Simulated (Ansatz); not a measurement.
Cost and result for the atomization energy of C6H18AlP, SMILES `CC[P+]([AlH3-])(CC)CC` (26 atoms, 25 bonds).

```xyz
26

C    -1.250    1.980    1.527
C    -1.330    1.246    0.197
P    -0.001    0.010   -0.012
Al    0.201   -1.560    1.860
C     1.505    0.998   -0.316
C     2.756    0.142   -0.446
C    -0.361   -0.791   -1.613
C    -1.557   -1.731   -1.548
H    -2.088    2.673    1.632
H    -1.285    1.279    2.364
H    -0.330    2.561    1.617
H    -2.272    0.693    0.132
H    -1.303    1.941   -0.649
H    -1.351   -1.766    2.220
H     1.076   -0.673    2.874
H     0.948   -2.777    1.122
H     1.603    1.675    0.537
H     1.347    1.617   -1.206
H     2.908   -0.467    0.448
H     3.638    0.773   -0.578
H     2.701   -0.532   -1.303
H    -0.501   -0.015   -2.373
H     0.538   -1.351   -1.883
H    -1.708   -2.224   -2.510
H    -2.479   -1.200   -1.301
H    -1.405   -2.504   -0.791
```

Charge 0, multiplicity 1. The structure was optimised at the PBE0-D4/def2-TZVP level. It is one conformer, not always the lowest. Program: Ansatz. All runs use 4 threads of an AMD EPYC 7R13 on a shared host and a share of an NVIDIA H100 80 GB. Times are those of one run each, without the atoms' runs, and a repeat can differ threefold. Electronic energies, without spin–orbit coupling; frozen cores. CCSD(T)/CBS adds CCSD(T) − MP2 in def2-TZVPP to the MP2 limit, and its time is that of the two runs behind it. T1 = 0.010.

CCSD(T)/CBS is a level of theory with its own doubt, some kJ/mol a heavy atom from the limit and from the frozen cores, so smaller differences don't rank the functionals.

```json
{"level": "LDA (SPW92)/def2-TZVPP", "functions": "522", "wall time": "2.9 s", "atomization (kcal/mol)": "2543.6", "difference from CCSD(T)/CBS": "282.4", "per bond": "11.3"}
{"level": "BLYP-D4/def2-TZVPP", "functions": "522", "wall time": "3.2 s", "atomization (kcal/mol)": "2248.0", "difference from CCSD(T)/CBS": "-13.2", "per bond": "-0.5"}
{"level": "r2SCAN-D4/def2-TZVPP (with forces)", "functions": "522", "wall time": "3.3 s", "atomization (kcal/mol)": "2265.9", "difference from CCSD(T)/CBS": "4.7", "per bond": "0.2"}
{"level": "PBE-D4/def2-TZVPP (with forces)", "functions": "522", "wall time": "3.5 s", "atomization (kcal/mol)": "2287.3", "difference from CCSD(T)/CBS": "26.1", "per bond": "1.0"}
{"level": "CCSD(T)/def2-SVP", "functions": "210", "wall time": "3.5 s", "atomization (kcal/mol)": "2160.2", "difference from CCSD(T)/CBS": "-101.0", "per bond": "-4.0"}
{"level": "B97M-V/def2-TZVPP", "functions": "522", "wall time": "3.7 s", "atomization (kcal/mol)": "2276.6", "difference from CCSD(T)/CBS": "15.4", "per bond": "0.6"}
{"level": "r2SCANh-D4/def2-TZVPP", "functions": "522", "wall time": "4.1 s", "atomization (kcal/mol)": "2259.6", "difference from CCSD(T)/CBS": "-1.6", "per bond": "-0.1"}
{"level": "PBE-QIDH/def2-TZVPP", "functions": "522", "wall time": "4.2 s", "atomization (kcal/mol)": "2252.6", "difference from CCSD(T)/CBS": "-8.6", "per bond": "-0.3"}
{"level": "B2PLYP/def2-TZVPP", "functions": "522", "wall time": "4.4 s", "atomization (kcal/mol)": "2234.1", "difference from CCSD(T)/CBS": "-27.1", "per bond": "-1.1"}
{"level": "ωB97X-V/def2-TZVPP", "functions": "522", "wall time": "5 s", "atomization (kcal/mol)": "2271.1", "difference from CCSD(T)/CBS": "9.9", "per bond": "0.4"}
{"level": "MP2/def2-QZVPP", "functions": "1022", "wall time": "9.1 s", "atomization (kcal/mol)": "2247.7", "difference from CCSD(T)/CBS": "-13.5", "per bond": "-0.5"}
{"level": "CCSD(T)/def2-TZVPP", "functions": "522", "wall time": "56 s", "atomization (kcal/mol)": "2211.9", "difference from CCSD(T)/CBS": "-49.3", "per bond": "-2.0"}
{"level": "CCSD(T)/CBS(def2)", "functions": "–", "wall time": "65 s", "atomization (kcal/mol)": "2261.2", "difference from CCSD(T)/CBS": "0.0", "per bond": "0.0"}
```

From r2SCAN to r2SCAN0 (25 % exact exchange), in def2-TZVPP and without D4, the atomization energy moves by −15.8 kcal/mol: exact exchange takes away binding that semilocal exchange gives to molecules. At CCSD(T), def2-SVP lies −101.0 kcal/mol from the extrapolated value and def2-TZVPP −49.4 kcal/mol: correlation converges slowly with the basis, and small sets miss more of it in the bonded molecule than in its fragments. Leaving LDA and LC-ωPBE aside and taking each functional with its dispersion term where it has one, the values, not all of them listed here, spread over 61.0 kcal/mol, from BHLYP-D4 to PBE-D4. LDA lies +273.2 kcal/mol from PBE without D4, its usual overbinding.
